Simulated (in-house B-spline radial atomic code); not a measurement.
## Ionising I6+ with different functionals

Computed with a radial B-spline atomic code at the basis-set limit: four-component Dirac-Coulomb Hamiltonian, Fermi nucleus of rms radius 4.75 fm, spin-restricted, spherical fractional occupations for the functionals, and exact exchange of hybrids averaged over the configuration. The ionisation energy is the difference of two self-consistent energies, [Kr] 4d10 5s1 → [Kr] 4d10, without Breit or QED terms; ε is the level of the shell that loses the electron (mean over j).

```json
{"method": "B97-1", "rung": "global hybrid", "ΔSCF (eV)": "87.84", "-ε(5s) (eV)": "82.77"}
{"method": "PBE0", "rung": "global hybrid", "ΔSCF (eV)": "87.83", "-ε(5s) (eV)": "83.01"}
{"method": "LC-wPBE", "rung": "range-separated hybrid", "ΔSCF (eV)": "87.82", "-ε(5s) (eV)": "85.94"}
{"method": "CAM-B3LYP", "rung": "range-separated hybrid", "ΔSCF (eV)": "88.40", "-ε(5s) (eV)": "84.97"}
```

Among the functionals, which spreads more, the ΔSCF values or the orbital energies?

The orbital energies: ΔSCF values span about 0.59 eV and the orbital energies 3.17 eV; here energy differences depend much less on the functional than eigenvalues do.

How do they compare with the NIST value?

NIST lists 87.61 eV ± 0.06 (semi-empirical, ground level to ground level). Errors run from +0.21 to +0.79 eV; LC-wPBE is closest (+0.21 eV), though others lie within the uncertainty of it, and part of that can be cancellation, since the calculations leave out Breit-QED terms, spin polarisation.
